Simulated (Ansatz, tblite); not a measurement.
Forces on Mo(NH)2Cl2 (MoN₂Cl₂H₂) at its PBE-D4/def2-SVP geometry. Total charge 0; singlet.

In the def2 sets Mo takes a core potential; there is no spin–orbit coupling. The xTB rows come from tblite. The restricted singlet is unstable towards broken spin symmetry in Hartree–Fock (as tested in another run); at PBE0-D4/def2-TZVP this wasn't settled.

GFN1-xTB (tblite), largest force 0.97 eV/Å:

```xyz
7
positions Å, forces eV/Å
Mo    0.340   -0.108   -0.337    0.674   -0.214   -0.667
N    -1.128   -0.988   -0.068   -0.803   -0.161    0.431
H    -2.020   -1.166    0.409    0.523   -0.093   -0.455
N     0.414    1.217    0.776   -0.333    0.516    0.691
H     0.048    1.795    1.544    0.443   -0.210   -0.501
Cl    0.253    0.763   -2.458    0.089   -0.340    0.732
Cl    2.092   -1.512    0.134   -0.594    0.503   -0.231
```

GFN2-xTB (tblite), largest force 1.11 eV/Å:

```
Mo 0.768 -0.244 -0.760
N -0.727 -0.135 0.400
H 0.408 -0.131 -0.406
N -0.314 0.460 0.629
H 0.413 -0.126 -0.407
Cl 0.099 -0.372 0.798
Cl -0.647 0.549 -0.254
```

PBE0-D4/def2-TZVP (Ansatz), largest force 0.93 eV/Å:

```
Mo -0.646 0.207 0.642
N 0.402 0.392 0.061
H 0.580 0.158 -0.275
N -0.199 -0.461 -0.265
H 0.192 -0.401 -0.490
Cl 0.031 -0.188 0.440
Cl -0.361 0.294 -0.113
```
